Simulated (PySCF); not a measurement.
# Electric field gradients and quadrupole coupling constants

C7H10O.
Z-matrix (Å and degrees, PBE0-D3(BJ)/def2-SVP geometry), rows numbered from 1:
```
O 
C   1  1.2020
C   2  1.5288  1  126.85
C   3  1.5323  2  102.32  1  -175.25
C   4  1.5376  3  108.30  2    68.95
C   5  1.5510  4  103.16  3   -70.56
C   2  1.5208  1  127.66  3  -178.52
C   7  1.5340  2  101.26  1  -149.60
H   3  1.1033  2  108.52  1    66.25
H   3  1.1006  2  111.06  1   -51.53
H   4  1.0988  3  114.14  2  -162.60
H   5  1.1004  4  110.74  3   170.31
H   5  1.1005  4  111.93  3    50.97
H   6  1.1001  5  113.33  4   120.65
H   6  1.1005  5  111.58  4  -118.54
H   7  1.0967  2  113.24  1   -20.89
H   8  1.1011  4  113.19  3   173.42
H   8  1.1017  4  113.33  3   -62.24
```

Field gradients from the PBE0/pcSseg-1 density (PySCF, non-relativistic), principal values in atomic units, ordered |Vxx| ≤ |Vyy| ≤ |Vzz|:

| atom | Vxx | Vyy | Vzz |
| --- | --- | --- | --- |
| O1 | 0.5108 | 1.4177 | -1.9284 |

**Question.** Find the asymmetry η = (Vxx − Vyy)/Vzz and the couplings χ = eQV/h (234.96 MHz × Q in barn × V in au), with Q(17O) = −0.0256 b.

**Answer.** 
```
atom    environment  nucleus     η  χzz (MHz)  χxx (MHz)  χyy (MHz)
  O1  ketone oxygen      17O  0.47      11.60      -3.07      -8.53
```

**Question.** What is Vzz at O1 in SI units (1 au = 9.71736 × 10²¹ V/m²)?

**Answer.** -1.9284 au = -18.739 × 10²¹ V/m².

**Question.** And the gradient at the other heavy atoms, for which no coupling is worked out here?

**Answer.** 
| atom | environment | Vzz (au) | η |
| --- | --- | --- | --- |
| C2 | ketone carbonyl carbon | 0.564 | 0.09 |
| C3 | sp3 carbon next to a carbonyl | -0.025 | 0.46 |
| C4 | sp3 carbon at a ring junction | -0.054 | 0.41 |
| C5 | ring CH2 carbon | -0.065 | 0.96 |
| C6 | ring CH2 carbon | 0.087 | 0.94 |
| C7 | sp3 carbon at a ring junction | 0.070 | 0.41 |
| C8 | ring CH2 carbon | -0.047 | 0.97 |

Were the hydrogens deuterons (Q(2H) = 0.00286 b), χzz would run from 193 kHz (H9, H14 and H18) to 199 kHz (H16).

Isolated species at its PBE0-D3(BJ)/def2-SVP geometry, gas phase. With so small a basis the couplings can be 20 % off.
